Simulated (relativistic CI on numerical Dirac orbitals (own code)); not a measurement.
## One change at a time: In20+

Base calculation: Dirac-Coulomb-Breit CI, orbitals from a KLI potential per configuration, QED by a radiative potential, unscaled Slater integrals.

Configuration list (outside the closed core [Ar]): 3d10.4s, 3d10.4p, 3d10.4d, 3d10.4f, 3d10.5s, 3d10.5p, 3d10.5d, 3d10.5f, 3d10.5g, 3d10.6s, 3d9.4p2, 3d10.6p, 3d9.4s2, 3d10.6d, 3d8.4s.4p2, 3d10.6f. Levels of other configurations are missing.

The lowest level and the first level of each name with at least 55 % of one term (blank where a level has no safe partner in the second run):

| Level | Base (cm⁻¹) | Shift (cm⁻¹) |
| --- | --- | --- |
| 3d10.4s 2S_1/2 | 0 | 0 |
| 3d10.4p 2P°_1/2 | 346340 | +20 |
| 3d10.4p 2P°_3/2 | 429541 | +21 |
| 3d10.4d 2D_3/2 | 993767 | -35 |
| 3d10.4d 2D_5/2 | 1009355 | -35 |
| 3d10.4f 2F°_5/2 | 1599979 | -175 |
| 3d10.4f 2F°_7/2 | 1601363 | -171 |
| 3d10.5s 2S_1/2 | 2032360 | +405 |
| 3d10.5p 2P°_1/2 | 2190464 | +432 |
| 3d10.5p 2P°_3/2 | 2227132 | +453 |
| 3d10.5d 2D_3/2 | 2483086 | +379 |
| 3d10.5d 2D_5/2 | 2490280 | +398 |
| 3d10.5f 2F°_5/2 | 2747147 | +390 |
| 3d10.5f 2F°_7/2 | 2748170 | +408 |

At this charge energies of transitions that change n are usually good to better than 1 %, and those within a shell (Δn = 0) to a few per cent.

(1) One thing was changed in a second run, which moved the levels as shown. Which?
A. Breit term removed
B. QED terms removed
C. configuration mixing switched off
D. one mean potential for all configurations

Answers

(1) D. One mean potential for all configurations. One potential for all configurations removes the relaxation of the orbitals, which moves whole configurations and changes the integrals a little.

LS names give the leading component of a level, which can be under half, so a name can repeat, a term be missing and a line seem to break the LS rules.
